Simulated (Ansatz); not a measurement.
C2H7FSSi can be A, `FC[SiH2]CS`, or B, `C[Si](C)(F)S`.

Calculated with Ansatz (gas phase, PBE0-D4/def2-TZVP geometries, no zero-point term in ΔE). CCSD(T)/CBS is the MP2 limit (def2-TZVPP, def2-QZVPP) plus CCSD(T) − MP2 in def2-TZVPP, frozen cores. DFT in def2-TZVPP. B3LYP here is the variant with VWN-RPA as its local correlation; programs differ in this. Each species was taken in one conformer, which may not be the lowest.

(1) Which is lower in electronic energy at CCSD(T)/CBS, and by how much? (An estimate is asked.)

(2) Give E(B) − E(A) in kJ/mol with ωB97M-V, r2SCAN-D4, PBE0-D4, B3LYP-D4, CCSD/def2-TZVPP, B3LYP, B2PLYP. (Best estimate.)

Largest T1 diagnostic: 0.011.

Results:

(1) Computed: B, by 386.2 kJ/mol.

(2) Ansatz gave: ωB97M-V -380.8, r2SCAN-D4 -387.8, PBE0-D4 -375.8, B3LYP-D4 -374.1, CCSD/def2-TZVPP -382.3, B3LYP -373.0, B2PLYP -381.9. None reverses the order clearly.

From PBE to PBE0 (25 % exact exchange), in def2-TZVPP and without D4, E(B) − E(A) moves by −10.4 kJ/mol.
